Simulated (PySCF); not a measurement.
Compound: SnEt(NMe2)3, C8H23N3Sn.
Bonds: Sn1–C2, Sn1–N9, Sn1–N18, Sn1–N27, C2–C3, N9–C10, N9–C11, N18–C19, N18–C20, N27–C28, N27–C29. Hydrogens: H4, H5 on C2; H6, H7, H8 on C3; H12, H13, H14 on C10; H15, H16, H17 on C11; H21, H22, H23 on C19; H24, H25, H26 on C20; H30, H31, H32 on C28; H33, H34, H35 on C29.

Method used: PySCF, PBE0-D3(BJ)/def2-SVP geometry optimisation, gas phase, def2 core potentials past Kr.

Problem. How far are the bound atoms from Sn1?

Solution. 4 atoms: N9 2.035 Å, N18 2.042 Å, N27 2.045 Å, C2 2.154 Å. The nearest atom not counted as bound is H5, at 2.69 Å.

Problem. List the angles at Sn1.

Solution. 
```
      angle  degrees  distance of the outer atoms (Å)
  C2–Sn1–N9    118.3                             3.60
N18–Sn1–N27    117.1                             3.49
 C2–Sn1–N18    110.5                             3.45
 C2–Sn1–N27    109.1                             3.42
 N9–Sn1–N18    101.1                             3.15
 N9–Sn1–N27    100.7                             3.14
```

Problem. What is the shape at Sn1?

Solution. Distorted tetrahedral: angles from 100.7° to 118.3°; τ4 = (360° − α − β)/141° = 0.88 with α and β the two widest (0 for a square, 1 for a tetrahedron).

Problem. What are the other bond lengths?

Solution. C2–C3 1.524 Å; N9–C10 and 5 like bonds 1.437 Å. (A selection.)

Problem. Give some angles away from the centre.

Solution. Sn1–C2–C3 111.8°, Sn1–N9–C10 120.0°, C10–N9–C11 114.5°, Sn1–N18–C19 120.9°, C19–N18–C20 114.1°.

Problem. What are the rotational constants (commonest isotopes, rigid rotor)?

Solution. A = 646.5, B = 595.8, C = 558.2 MHz: an asymmetric top.

Point group: C1 (no symmetry element, even within 0.4 Å). Charge 0, singlet. PBE0-D3(BJ)/def2-SVP frequencies: not computed here.

On 2 threads, Intel Xeon Platinum 8488C (x86_64), shared host with 96 logical CPUs at a one-minute load of 21, this took 17 min wall, 39 min CPU and 2.6 GiB of memory at its peak. That covers the optimisation of the geometry.

One conformer stands for the species.
